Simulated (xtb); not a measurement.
dimethyl diselenide (C$_{2}$H$_{6}$Se$_{2}$), singlet, at a GFN2-xTB geometry; GFN2-xTB (xtb).

The xtb input:
```
$ xtb mol.xyz --gfn 2 --etemp 1000 --json

# file mol.xyz
10

C      1.96855851    -1.17613388     0.15905438
Se     0.97949753     0.50754903     0.43355029
Se    -0.95991794     0.03942388    -0.69425543
C     -2.03741298    -0.74737573     0.75775304
H      2.96496543    -1.03041597     0.56454385
H      2.02239553    -1.38660484    -0.90507308
H      1.46684649    -1.98439873     0.68384831
H     -3.03451247    -0.91244136     0.36148533
H     -2.07384495    -0.05067966     1.59012976
H     -1.59842926    -1.69148076     1.06819576
```

Q: What does xtb print? Leave out banner, timings and long lists.

A: 
```
   ID    Z sym.   atoms
    1    6 C      1, 4
    2   34 Se     2, 3
    3    1 H      5-10

           -------------------------------------------------
          |                Calculation Setup                |
           -------------------------------------------------

           -------------------------------------------------
          |                 G F N 2 - x T B                 |
           -------------------------------------------------

          ...................................................
          :                      SETUP                      :
          :.................................................:
          :  # basis functions                  34          :
          :  # atomic orbitals                  32          :
          :  # shells                           16          :
          :  # electrons                        26          :
          :  max. iterations                   250          :
          :  Hamiltonian                  GFN2-xTB          :
          :  restarted?                      false          :
          :  GBSA solvation                  false          :
          :  PC potential                    false          :
          :  electronic temp.         1000.0000000     K    :
          :  accuracy                    1.0000000          :
          :  -> integral cutoff          0.2500000E+02      :
          :  -> integral neglect         0.1000000E-07      :
          :  -> SCF convergence          0.1000000E-05 Eh   :
          :  -> wf. convergence          0.1000000E-03 e    :
          :  Broyden damping             0.4000000          :
          :  net charge                          0          :
          :  unpaired electrons                  0          :
          ...................................................

 iter      E             dE          RMSdq      gap      omega  full diag
   1    -13.7843616 -0.137844E+02  0.595E+00    3.72       0.0  T
   2    -13.8181778 -0.338162E-01  0.353E+00    3.70       1.0  T
   3    -13.8211591 -0.298129E-02  0.141E+00    3.66       1.0  T
   4    -13.8215538 -0.394677E-03  0.373E-01    3.63       1.0  T
   5    -13.8215647 -0.108861E-04  0.640E-02    3.62       1.0  T
   6    -13.8215634  0.127566E-05  0.490E-02    3.62       1.0  T
   7    -13.8215664 -0.297866E-05  0.894E-03    3.62       3.5  T
   8    -13.8215664 -0.177540E-07  0.430E-03    3.62       7.3  T
   9    -13.8215664 -0.795957E-08  0.547E-04    3.62      57.8  T
  10    -13.8215664 -0.758522E-09  0.228E-04    3.62     138.9  T

   *** convergence criteria satisfied after 10 iterations ***

         :::::::::::::::::::::::::::::::::::::::::::::::::::::
         ::                     SUMMARY                     ::
         :::::::::::::::::::::::::::::::::::::::::::::::::::::
         :: total energy             -13.706027496246 Eh    ::
         :: gradient norm              0.000053259138 Eh/a0 ::
         :: HOMO-LUMO gap              3.624286772746 eV    ::
         ::.................................................::
         :: SCC energy               -13.821561790757 Eh    ::
         :: -> isotropic ES            0.002428980850 Eh    ::
         :: -> anisotropic ES          0.000878896027 Eh    ::
         :: -> anisotropic XC          0.007354379251 Eh    ::
         :: -> dispersion             -0.006449513062 Eh    ::
         :: repulsion energy           0.115534294511 Eh    ::
         :: add. restraining           0.000000000000 Eh    ::
         :: total charge               0.000000001122 e     ::
         :::::::::::::::::::::::::::::::::::::::::::::::::::::

           -------------------------------------------------
          |                Property Printout                |
           -------------------------------------------------

    * Orbital Energies and Occupations

         #    Occupation            Energy/Eh            Energy/eV
      -------------------------------------------------------------
         1        2.0000           -0.7562330             -20.5781
         2        2.0000           -0.7385288             -20.0964
         3        2.0000           -0.6053436             -16.4722
         4        2.0000           -0.6031927             -16.4137
         5        2.0000           -0.5061909             -13.7742
         6        2.0000           -0.5027432             -13.6803
         7        2.0000           -0.5018882             -13.6571
         8        2.0000           -0.4997279             -13.5983
         9        2.0000           -0.4671863             -12.7128
        10        2.0000           -0.4598876             -12.5142
        11        2.0000           -0.4269877             -11.6189
        12        2.0000           -0.3752595             -10.2113
        13        2.0000           -0.3743977             -10.1879 (HOMO)
        14                         -0.2412077              -6.5636 (LUMO)
        15                         -0.2053141              -5.5869
        16                         -0.1901888              -5.1753
        17                          0.0164759               0.4483
        18                          0.0297567               0.8097
        19                          0.0398664               1.0848
        20                          0.0648892               1.7657
        21                          0.0778027               2.1171
        22                          0.1460045               3.9730
        23                          0.1556359               4.2351
        24                          0.1581306               4.3030
       ...                                ...                  ...
        32                          1.0082885              27.4369
      -------------------------------------------------------------
                  HL-Gap            0.1331901 Eh            3.6243 eV
             Fermi-level           -0.3069292 Eh           -8.3520 eV

     #   Z          covCN         q      C6AA      α(0)
     1   6 C        3.740    -0.074    21.990     6.691
     2  34 Se       1.936    -0.115   239.582    26.971
     3  34 Se       1.936    -0.115   239.582    26.971
     4   6 C        3.740    -0.074    21.990     6.691
     5   1 H        0.925     0.064     2.148     2.292
     6   1 H        0.925     0.065     2.141     2.288
     7   1 H        0.925     0.059     2.214     2.327
     8   1 H        0.925     0.064     2.148     2.292
     9   1 H        0.925     0.065     2.141     2.288
    10   1 H        0.925     0.059     2.214     2.327

 Mol. C6AA /au·bohr⁶  :       2404.084047
 Mol. C8AA /au·bohr⁸  :     116602.671959
 Mol. α(0) /au        :         81.137319

Wiberg/Mayer (AO) data.
largest (>0.10) Wiberg bond orders for each atom

 ---------------------------------------------------------------------------
     #   Z sym  total        # sym  WBO       # sym  WBO       # sym  WBO
 ---------------------------------------------------------------------------
     1   6 C    3.985 --     2 Se   1.029     7 H    0.973     6 H    0.972
                             5 H    0.969
     2  34 Se   2.443 --     3 Se   1.300     1 C    1.029
     3  34 Se   2.443 --     2 Se   1.300     4 C    1.029
     4   6 C    3.985 --     3 Se   1.029    10 H    0.973     9 H    0.972
                             8 H    0.969
     5   1 H    0.996 --     1 C    0.969
     6   1 H    0.996 --     1 C    0.972
     7   1 H    0.997 --     1 C    0.973
     8   1 H    0.996 --     4 C    0.969
     9   1 H    0.996 --     4 C    0.972
    10   1 H    0.997 --     4 C    0.973
 ---------------------------------------------------------------------------

Topologies differ in total number of bonds
Writing topology from bond orders to xtbtopo.mol

molecular dipole:
                 x           y           z       tot (Debye)
 q only:       -0.024      -0.672       0.320
   full:       -0.035      -0.969       0.462       2.728
molecular quadrupole (traceless):
                xx          xy          yy          xz          yz          zz
 q only:        2.957      -1.073      -0.799      -1.992      -0.722      -2.157
  q+dip:        3.205      -1.633      -0.636      -3.169      -1.010      -2.570
   full:        4.059      -1.570      -1.032      -2.946      -1.059      -3.027

           -------------------------------------------------
          | TOTAL ENERGY              -13.706027496246 Eh   |
          | GRADIENT NORM               0.000053259138 Eh/α |
          | HOMO-LUMO GAP               3.624286772746 eV   |
           -------------------------------------------------

normal termination of xtb
```
